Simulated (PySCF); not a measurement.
A structure optimised at PBE0-D3(BJ)/def2-SVP, used in a PySCF frequency run:

```xyz
9

C     -1.6551     0.0144    -0.7517
C     -0.6233     0.4280    -0.0305
F     -0.7178     1.3984     0.8756
C      0.7826    -0.0923    -0.1139
F      0.8755    -1.0301    -1.0731
F      1.1347    -0.6462     1.0652
H     -1.5131    -0.7813    -1.4817
H     -2.6413     0.4615    -0.6182
H      1.4980     0.7212    -0.3343
```

Q: Write its SMILES and formula.

A: C=C(F)C(F)F, C3H3F3

Q: What are its rotational constants (standard atomic weights)?

A: 5.2231, 3.2204, 2.2013 GHz
